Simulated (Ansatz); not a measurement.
Isolated molecules relaxed with PBE0-D4/def2-TZVP in Ansatz; ΔE leaves out vibrations. CCSD(T)/CBS is the MP2 limit (def2-TZVPP, def2-QZVPP) plus CCSD(T) − MP2 in def2-TZVPP, frozen cores. This one scheme is used for every species. DFT in def2-TZVPP. B3LYP here is the variant with VWN-RPA as its local correlation; programs differ in this. Elements past krypton have def2 core potentials. For Sn outer-core shells are correlated without core-valence functions, which leaves a few kJ/mol of doubt a bond. Each species was taken in one conformer, which may not be the lowest.

Reaction (hydrogenolysis of the Sn–F bond): `[F][SnH]([F])[O]C(F)(F)F` + H₂ → `[F][SnH2][O]C(F)(F)F` + H–F

`[F][SnH]([F])[O]C(F)(F)F`:

```xyz
9

F     0.140   -0.809    2.300
Sn    1.021    0.291    1.041
F     2.291   -0.825    0.197
O    -0.300    0.811   -0.313
C    -1.013   -0.049   -1.035
F    -0.783    0.108   -2.337
F    -0.717   -1.330   -0.726
F    -2.318    0.117   -0.833
H     1.680    1.686    1.706
```

H₂:

Z-matrix (Å, degrees):
```
H
H 1 0.746
```

`[F][SnH2][O]C(F)(F)F`:

Cartesian coordinates in Å:
```
F 0.023 -1.514 2.131
Sn 1.074 -0.702 0.764
O -0.018 0.866 0.214
C -0.912 0.805 -0.751
F -0.350 0.864 -1.975
F -1.776 1.811 -0.664
F -1.623 -0.346 -0.726
H 2.400 0.013 1.525
H 1.181 -1.796 -0.517
```

H–F:

Z-matrix (Å, degrees):
```
F
H 1 0.920
```

```tsv
level	ΔE (kJ/mol)	difference from CCSD(T)/CBS
r2SCAN-D4	32.2	7.7
PBE0-D4	16.9	-7.6
B3LYP-D4	25.9	1.4
ωB97X-V	27.3	2.8
ωB97M-V	24.2	-0.3
B2PLYP	25.2	0.7
r2SCAN	31.7	7.2
PBE0	15.4	-9.1
B3LYP	23.2	-1.3
HF/def2-TZVPP	17.6	-6.9
SCS-MP2/def2-TZVPP	22.9	-1.6
HF/def2-QZVPP	21.9	-2.6
MP2/def2-QZVPP	26.2	1.7
SCS-MP2/def2-QZVPP	27.6	3.1
HF/CBS(def2)	22.5	-2.0
CCSD/CBS(def2)	21.0	-3.5
CCSD(T)/CBS	24.5	0
```

Largest T1 diagnostic among the species: 0.014.

From PBE to PBE0 (25 % exact exchange), in def2-TZVPP and without D4, ΔE moves by −7.9 kJ/mol.
